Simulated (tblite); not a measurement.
Octyldiphenylphosphine Oxide (C20H27OP), SMILES CCCCCCCCP(=O)(c1ccccc1)c1ccccc1 at step 0 of a GFN2-xTB optimisation (tblite, gas phase), coordinates in Å:

```
  1 C     7.356    0.765   -1.194
  2 C     5.882    0.612   -1.570
  3 C     5.003    0.532   -0.320
  4 C     3.522    0.381   -0.705
  5 C     2.637    0.298    0.550
  6 C     1.136    0.259    0.228
  7 C     0.696   -1.037   -0.446
  8 C    -0.782   -1.047   -0.814
  9 P    -1.964   -1.082    0.575
 10 O    -1.432   -2.042    1.618
 11 C    -2.174    0.587    1.190
 12 C    -2.445    1.667    0.342
 13 C    -2.599    2.958    0.863
 14 C    -2.481    3.178    2.227
 15 C    -2.222    2.119    3.086
 16 C    -2.069    0.827    2.577
 17 C    -3.551   -1.596   -0.085
 18 C    -4.013   -1.186   -1.344
 19 C    -5.257   -1.601   -1.815
 20 C    -6.050   -2.443   -1.040
 21 C    -5.609   -2.861    0.210
 22 C    -4.366   -2.443    0.683
 23 H     7.701   -0.077   -0.586
 24 H     7.510    1.679   -0.619
 25 H     7.968    0.820   -2.095
 26 H     5.574    1.455   -2.187
 27 H     5.763   -0.297   -2.165
 28 H     5.128    1.444    0.280
 29 H     5.310   -0.312    0.301
 30 H     3.406   -0.529   -1.300
 31 H     3.215    1.226   -1.321
 32 H     2.910   -0.578    1.145
 33 H     2.828    1.179    1.172
 34 H     0.875    1.118   -0.392
 35 H     0.605    0.375    1.174
 36 H     0.914   -1.883    0.215
 37 H     1.269   -1.194   -1.367
 38 H    -0.970   -1.961   -1.396
 39 H    -1.011   -0.212   -1.479
 40 H    -2.543    1.524   -0.728
 41 H    -2.806    3.787    0.195
 42 H    -2.598    4.176    2.634
 43 H    -2.128    2.284    4.153
 44 H    -1.856   -0.002    3.245
 45 H    -3.413   -0.526   -1.963
 46 H    -5.607   -1.274   -2.797
 47 H    -7.018   -2.771   -1.413
 48 H    -6.226   -3.519    0.817
 49 H    -4.019   -2.780    1.661
```

Problem. What are the forces on the atoms (eV/Å)?

Solution. 
```
  1 C     0.04    0.06   -0.03
  2 C     0.29   -0.15    0.35
  3 C    -0.31    0.19   -0.25
  4 C     0.14   -0.24    0.52
  5 C    -0.03    0.15   -0.30
  6 C     0.19   -0.05    0.24
  7 C     0.07   -0.03    0.18
  8 C     0.02    0.07   -0.97
  9 P     1.93   -2.34    2.24
 10 O    -1.09    1.48   -1.29
 11 C    -0.20    1.36    0.74
 12 C    -0.05    0.36    0.43
 13 C     0.10   -0.57   -0.18
 14 C    -0.01   -0.09    0.11
 15 C     0.09   -0.56   -0.35
 16 C    -0.09    0.27   -0.47
 17 C    -1.21   -0.32   -0.58
 18 C    -0.25   -0.07    0.12
 19 C     0.16   -0.02    0.10
 20 C     0.00    0.05   -0.04
 21 C     0.38    0.15   -0.01
 22 C     0.00    0.09   -0.08
 23 H    -0.11    0.12   -0.15
 24 H    -0.02   -0.08   -0.06
 25 H     0.01   -0.03    0.10
 26 H    -0.03    0.07   -0.01
 27 H    -0.06    0.01    0.03
 28 H     0.00   -0.15   -0.14
 29 H    -0.01   -0.01   -0.07
 30 H     0.01    0.07    0.04
 31 H    -0.01    0.06    0.02
 32 H    -0.04    0.00   -0.12
 33 H     0.00   -0.04   -0.07
 34 H     0.01    0.02   -0.12
 35 H    -0.19   -0.11    0.00
 36 H    -0.14    0.13    0.02
 37 H    -0.05    0.07    0.06
 38 H    -0.14   -0.02    0.14
 39 H     0.08    0.14   -0.03
 40 H     0.02   -0.06    0.15
 41 H     0.03   -0.15    0.09
 42 H     0.01   -0.10   -0.10
 43 H    -0.03    0.01   -0.13
 44 H    -0.04    0.09   -0.23
 45 H    -0.05   -0.13    0.14
 46 H     0.16   -0.11    0.37
 47 H     0.24    0.09    0.09
 48 H     0.14    0.16   -0.14
 49 H     0.01    0.17   -0.34
```
